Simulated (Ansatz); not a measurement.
A set of 12 reactions (ligand exchange), with CCSD(T)/CBS values in kJ/mol:

| reaction | ΔE |
| --- | --- |
| `CSB(C)O` + CH₃OH → `COB(C)O` + CH₃SH | -62.1 |
| `N[SiH](O)[SiH2]F` + NH₃ → `N[SiH](N)O` + `F[SiH3]` | -90.8 |
| `OBN([SiH3])[SiH3]` + `[OH][SbH2]` → `[SiH3][O][SbH2]` + `OBN[SiH3]` | -49.9 |
| `C[O][AlH][F]` + CH₃SH → `C[S][AlH][F]` + CH₃OH | 29.9 |
| `C[O][Al]([OH])[Cl]` + H₂S → `C[O][Al]([OH])[SH]` + HCl | 53.5 |
| `O[Si](O)(O)[TeH]` + `BO` → `BO[Si](O)(O)O` + H₂Te | -49.8 |
| `C[O][Al]([OH])[Cl]` + CH₃OH → `C[O][Al]([Cl])[O]C` + H₂O | 0.9 |
| `[BH2][SnH2][NH2]` + HCl → `[NH2][SnH2][Cl]` + BH₃ | -112.9 |
| `[NH2][Sn]([F])([Cl])[Cl]` + HBr → `[F][Sn]([Cl])([Cl])[Br]` + NH₃ | -87.6 |
| `O[SiH2][SiH](O)F` + HBr → `O[SiH](F)[SiH2]Br` + H₂O | -18.5 |
| `C[BH][InH2]` + H₂Te → `[InH2][BH][TeH]` + CH₄ | -104.6 |
| `[F][Sb]([F])[Cl]` + CH₃OH → `C[O][Sb]([F])[F]` + HCl | 28.0 |

Gas-phase electronic energies from Ansatz, PBE0-D4/def2-TZVP geometries. CCSD(T)/CBS adds triple-zeta CCSD(T) − MP2 to the extrapolated MP2 energy (def2 sets, frozen cores). This one scheme is used for every species. Functionals use def2-TZVPP. B3LYP here is the variant with VWN-RPA as its local correlation; programs differ in this. Elements past krypton have def2 core potentials. For Br, In, Sb, Sn, Te outer-core shells are correlated without core-valence functions, which leaves a few kJ/mol of doubt a bond. Scalar relativity is left out up to krypton. Each species was taken in one conformer, which may not be the lowest.

Give the mean, mean absolute and largest difference (level minus CCSD(T)/CBS, kJ/mol) for: r2SCAN-D4, PBE0-D4, B3LYP-D4, ωB97X-V, ωB97M-V, PBE, B3LYP, HF/def2-TZVPP, SCS-MP2/def2-TZVPP, CCSD(T)/def2-TZVPP, HF/def2-QZVPP, SCS-MP2/def2-QZVPP, HF/CBS(def2), MP2/CBS(def2). (Estimate.)

Ansatz gave: 
| level | mean | mean absolute | largest |
| --- | --- | --- | --- |
| r2SCAN-D4 | 1.8 | 2.5 | 6.2 |
| PBE0-D4 | 3.3 | 5.9 | 15.2 |
| B3LYP-D4 | 1.7 | 4.5 | 11.0 |
| ωB97X-V | 2.3 | 4.2 | 15.9 |
| ωB97M-V | 1.6 | 3.9 | 16.0 |
| PBE | 5.8 | 7.5 | 22.8 |
| B3LYP | 2.3 | 6.9 | 15.0 |
| HF/def2-TZVPP | -3.7 | 16.0 | -29.1 |
| SCS-MP2/def2-TZVPP | -0.2 | 5.2 | -10.6 |
| CCSD(T)/def2-TZVPP | 1.0 | 4.1 | 8.5 |
| HF/def2-QZVPP | -4.0 | 16.9 | -30.8 |
| SCS-MP2/def2-QZVPP | -0.8 | 3.7 | -9.9 |
| HF/CBS(def2) | -4.1 | 17.0 | -31.1 |
| MP2/CBS(def2) | -1.2 | 3.8 | 9.1 |

The largest T1 diagnostic in the set is 0.016, for `[InH2][BH][TeH]` (customary mark 0.02).

CCSD(T)/CBS is a level of theory with its own doubt, and the functionals carry their triple-zeta basis error, so these figures describe this set and don't rank the functionals.
